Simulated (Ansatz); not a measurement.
Two isomers of CH8AlNSi: A = `C[SiH2][NH][AlH2]`, B = `NC[SiH2][AlH2]`.

Calculated with Ansatz (gas phase, PBE0-D4/def2-TZVP geometries, no zero-point term in ΔE). CCSD(T)/CBS adds triple-zeta CCSD(T) − MP2 to the extrapolated MP2 energy (def2 sets, frozen cores). DFT in def2-TZVPP. B3LYP here is the variant with VWN-RPA as its local correlation; programs differ in this. Each species was taken in one conformer, which may not be the lowest.

Q: Which is lower in electronic energy at CCSD(T)/CBS, and by how much? (An estimate is asked.)

A: The calculation gave: A, by 61.6 kcal/mol.

Q: Give E(B) − E(A) in kcal/mol with B3LYP, B3LYP-D4, PBE0-D4, CCSD(T)/def2-TZVPP, HF/def2-TZVPP, PBE-D4, r2SCAN-D4. (An estimate is asked.)

A: Ansatz gave: B3LYP 60.2, B3LYP-D4 60.7, PBE0-D4 56.5, CCSD(T)/def2-TZVPP 61.2, HF/def2-TZVPP 63.4, PBE-D4 54.7, r2SCAN-D4 61.1. None reverses the order clearly.

Largest T1 diagnostic: 0.011.

From PBE to PBE0 (25 % exact exchange), in def2-TZVPP and without D4, E(B) − E(A) moves by +1.9 kcal/mol.
